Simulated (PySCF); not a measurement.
Compound: C5H12OSi2.
Z-matrix (Å and degrees, PBE0-D3(BJ)/def2-SVP geometry), rows numbered from 1:
```
C 
C   1  1.3334
C   2  1.4964  1  125.36
C   3  1.5330  2  113.17  1  -115.08
C   4  1.5447  3  113.40  2  -178.81
Si  5  1.8935  4  107.39  3   162.77
O   6  1.6810  5   99.98  4   -28.94
Si  7  1.6801  6  115.12  5     9.95
H   1  1.0953  2  121.18  3    -1.08
H   1  1.0931  2  121.70  3   179.27
H   2  1.0997  1  118.42  3  -179.09
H   3  1.1062  2  109.18  1   124.11
H   3  1.1036  2  109.72  1     7.93
H   4  1.1069  3  107.85  2    61.10
H   5  1.1055  4  109.61  3    46.24
H   5  1.1029  4  111.89  3   -71.60
H   6  1.4913  5  113.73  4  -146.83
H   6  1.4942  5  113.05  4    88.16
H   8  1.4965  4  112.07  3   -36.70
H   8  1.4909  4  114.12  3    87.87
```

Level: PBE0/pcSseg-1 and B3LYP/def2-SVPD in PySCF, non-relativistic, on one gas-phase PBE0-D3(BJ)/def2-SVP geometry that isn't relaxed in the solvent. The solvent is an IEF-PCM continuum (cavity from Bondi-type radii × 1.2). The model holds no explicit solvent molecules, cavitation or dispersion.

Gas phase at PBE0/pcSseg-1: HOMO -7.58 eV, LUMO 0.09 eV, dipole 1.87 D.

What does the continuum do to the energy, the frontier levels and the dipole at PBE0/pcSseg-1 in chloroform and dichloromethane?

| solvent | ε | E(solvent) − E(gas) (kcal/mol) | polarisation term (kcal/mol) | distortion of the solute (kcal/mol) | HOMO (eV) | LUMO (eV) | dipole (D) |
| --- | --- | --- | --- | --- | --- | --- | --- |
| chloroform | 4.711 | -2.35 | -2.55 | 0.20 | -7.48 | 0.19 | 2.25 |
| dichloromethane | 8.93 | -2.85 | -3.15 | 0.30 | -7.47 | 0.20 | 2.33 |

The polarisation term is half the interaction of the solute with the surface charges that it induces; the rest is the cost of distorting the solute's density. The sum is the electrostatic part of solvation alone. From chloroform to dichloromethane the lowering changes by a factor 1.21, Onsager's factor (ε − 1)/(2ε + 1) by 1.18 and ε itself by 1.9.

Which radius a makes the point-dipole formula ΔE = −[(ε − 1)/(2ε + 1)]·μ²/a³ give the value in dichloromethane, with the gas-phase dipole?

μ = 0.737 au and |ΔE| = 0.00454 Eh give a = 1.95 Å; the farthest nucleus lies 4.26 Å from the centroid of the nuclei, so such a sphere wouldn't even hold the nuclei. The formula assumes a rigid point dipole at the centre of a sphere.

Which Hirshfeld charges (PBE0/pcSseg-1) respond most in chloroform (means over atoms taken as equivalent)?

```
atoms                  environment  gas (e)  solvent (e)  change
   O7              siloxane oxygen   -0.321       -0.331  -0.010
   C1         terminal =CH2 carbon   -0.103       -0.110  -0.007
  H16           methylene hydrogen   +0.041       +0.045  +0.004
  H15           methylene hydrogen   +0.040       +0.044  +0.004
  H12           methylene hydrogen   +0.039       +0.042  +0.003
  H13           methylene hydrogen   +0.039       +0.042  +0.003
   C5  sp3 carbon bound to silicon   -0.162       -0.160  +0.002
  H11             vinylic hydrogen   +0.043       +0.045  +0.002
```

Gas phase at B3LYP/def2-SVPD: HOMO -7.36 eV, LUMO -0.23 eV, dipole 1.77 D.

What does the continuum do to the energy, the frontier levels and the dipole at B3LYP/def2-SVPD in chloroform?

```json
{"solvent": "chloroform", "ε": "4.711", "E(solvent) − E(gas) (kcal/mol)": "-2.15", "polarisation term (kcal/mol)": "-2.38", "distortion of the solute (kcal/mol)": "0.23", "HOMO (eV)": "-7.24", "LUMO (eV)": "-0.11", "dipole (D)": "2.21"}
```

How does the static polarisability (B3LYP/def2-SVPD, frozen core, with the continuum's full static response) change?

```tsv
medium	isotropic (au)	principal values (au)	⟨r²⟩ of the electrons (bohr²)
gas	113.6	94.3, 106.1, 140.2	1743.1
chloroform	141.0	121.1, 134.2, 167.6	1743.7
```

The isotropic value in chloroform is 1.24 times the gas-phase one; no cavity-field correction is applied. ⟨r²⟩ is taken about the centre of nuclear charge.
